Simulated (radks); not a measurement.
Values are calculated unless marked as measured or tabulated.
Ionisation ladder of aluminium, from Al I to Al VIII. Each ion is in the ground configuration listed by NIST, and IE = E(next ion) - E(this ion). Code: a radial shooting solver on a logarithmic mesh with Libxc functionals. Model: Dirac Kohn-Sham, PBE, spin-unpolarised, spherical densities, finite nucleus; open shells are shared between the two j in proportion to 2j + 1; Fermi nuclear charge, rms radius 3.061 fm.

species  configuration  IE, Delta-SCF (eV)  -e(HOMO) (eV)   HOMO  IE, NIST (eV)       kind  error (eV)
Al I      [Ne] 3s2 3p1               5.761          2.707  3p3/2          5.986       exp.      -0.225
Al II         [Ne] 3s2              19.225         14.810  3s1/2         18.829       exp.      +0.397
Al III        [Ne] 3s1              28.442         23.747  3s1/2         28.448       exp.      -0.006
Al IV             [Ne]              121.14         103.98  2p3/2         119.99       exp.        +1.1
Al V      [He] 2s2 2p5              157.19         138.50  2p3/2         153.83  semi-emp.        +3.4
Al VI     [He] 2s2 2p4              196.16         176.02  2p3/2         190.49  semi-emp.        +5.7
Al VII    [He] 2s2 2p3              237.88         216.38  2p3/2          241.8  semi-emp.        -3.9
Al VIII   [He] 2s2 2p2              282.16         259.40  2p3/2          284.6  semi-emp.        -2.5

Reference values: NIST Atomic Spectra Database (exp. = measured, semi-emp. = semi-empirical, theory = theoretical value adopted there). The ionisation energy per charge of the ion left behind rises most, in proportion, at Al IV ([Ne]), from 9.481 to 30.285 eV. Against the entries that are not theoretical the mean signed error is +0.2 % and the largest -3.8 %. Spin polarisation and multiplet splitting are left out, so open shells lie too high by an amount that depends on their filling.

Beside tabulated values, note that spin-unpolarised runs miss the spin-polarisation part of the exchange energy of open shells.
